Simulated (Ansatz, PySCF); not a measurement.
System: C2H5GeO2 (charge 0, doublet). SMILES: [CH2]C(=O)[O][GeH3]
Coordinates optimised at B3LYP-D3(BJ)/def2-TZVP (Ansatz, a program for electronic structure):
```
O
C 1 1.3424
O 2 1.2234 1 122.23
C 2 1.4432 3 123.62 1 -180.00
H 4 1.0790 2 118.40 3 0.00
H 4 1.0794 5 120.70 2 180.00
Ge 1 1.8404 2 114.71 3 0.00
H 7 1.5302 1 108.89 2 62.07
H 7 1.5302 8 113.44 1 121.41
H 7 1.5336 8 112.23 9 128.50
```
Charge 0, spin multiplicity 2.

Wanted: size of the dipole moment, in D. Terms: no spin-orbit coupling; 6-31G* and kin with 6d, 5d where marked; LANL2DZ with its own core potentials from Na on; UHF or UKS for open shells; non-relativistic; no dispersion term unless named. Ab initio and DFT rows: single points at B3LYP-D3(BJ) geometries (Ansatz).

```json
[
 {"level": "PBE/STO-3G", "program": "Ansatz", "size of the dipole moment (D)": "1.17"},
 {"level": "PBE/LANL2DZ", "program": "Ansatz", "size of the dipole moment (D)": "1.45"},
 {"level": "B3LYP/STO-3G", "program": "Ansatz", "size of the dipole moment (D)": "1.10"},
 {"level": "B3LYP/6-31G**", "program": "Ansatz", "size of the dipole moment (D)": "1.42"},
 {"level": "B3LYP/6-31G* with LANL2DZ past Ar", "program": "Ansatz", "size of the dipole moment (D)": "1.43"},
 {"level": "M06-2X/6-31G* with LANL2DZ past Ar (5d)", "program": "PySCF", "size of the dipole moment (D)": "1.46"}
]
```

No value to compare with is used here. The 6 habitual levels span 1.10 (B3LYP/STO-3G) to 1.46 D (M06-2X/6-31G* with LANL2DZ past Ar (5d)).

The levels are drawn from those run, B3LYP/6-31G* more often than the rest, none by its result; left out are runs that failed, that the program found above a lower state of the same kind, or whose <S^2> lies over 0.5 above the pure value.
